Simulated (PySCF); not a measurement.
# Radial density of Ca⁺ (calcium, charge +1)

UHF, [Ar] 4s1, 2S determinant. Calculation: PySCF 2.14, in x2c-TZVPall; the spin-free X2C one-electron Hamiltonian (Gaussian nucleus).

```json
{"r (bohr)": "0.00149", "4πr²ρ (e/bohr)": "0.1757", "4πr²(ρα − ρβ)": "0.0001"}
{"r (bohr)": "0.00250", "4πr²ρ (e/bohr)": "0.4530", "4πr²(ρα − ρβ)": "0.0002"}
{"r (bohr)": "0.00421", "4πr²ρ (e/bohr)": "1.148", "4πr²(ρα − ρβ)": "0.0005"}
{"r (bohr)": "0.00708", "4πr²ρ (e/bohr)": "2.792", "4πr²(ρα − ρβ)": "0.0011"}
{"r (bohr)": "0.0119", "4πr²ρ (e/bohr)": "6.311", "4πr²(ρα − ρβ)": "0.0025"}
{"r (bohr)": "0.0200", "4πr²ρ (e/bohr)": "12.57", "4πr²(ρα − ρβ)": "0.0047"}
{"r (bohr)": "0.0337", "4πr²ρ (e/bohr)": "20.32", "4πr²(ρα − ρβ)": "0.0067"}
{"r (bohr)": "0.0567", "4πr²ρ (e/bohr)": "23.47", "4πr²(ρα − ρβ)": "0.0046"}
{"r (bohr)": "0.0954", "4πr²ρ (e/bohr)": "18.50", "4πr²(ρα − ρβ)": "-0.0018"}
{"r (bohr)": "0.160", "4πr²ρ (e/bohr)": "19.02", "4πr²(ρα − ρβ)": "0.0051"}
{"r (bohr)": "0.270", "4πr²ρ (e/bohr)": "24.55", "4πr²(ρα − ρβ)": "0.0175"}
{"r (bohr)": "0.454", "4πr²ρ (e/bohr)": "11.69", "4πr²(ρα − ρβ)": "0.0000"}
{"r (bohr)": "0.763", "4πr²ρ (e/bohr)": "6.466", "4πr²(ρα − ρβ)": "0.0513"}
{"r (bohr)": "1.28", "4πr²ρ (e/bohr)": "6.407", "4πr²(ρα − ρβ)": "-0.0003"}
{"r (bohr)": "2.16", "4πr²ρ (e/bohr)": "1.231", "4πr²(ρα − ρβ)": "0.1622"}
{"r (bohr)": "3.63", "4πr²ρ (e/bohr)": "0.3472", "4πr²(ρα − ρβ)": "0.3288"}
{"r (bohr)": "6.11", "4πr²ρ (e/bohr)": "0.05354", "4πr²(ρα − ρβ)": "0.0535"}
{"r (bohr)": "10.3", "4πr²ρ (e/bohr)": "0.0003670", "4πr²(ρα − ρβ)": "0.0004"}
```

Densities and radii are taken from the X2C orbitals without a picture-change correction, which distorts them close to the nucleus.
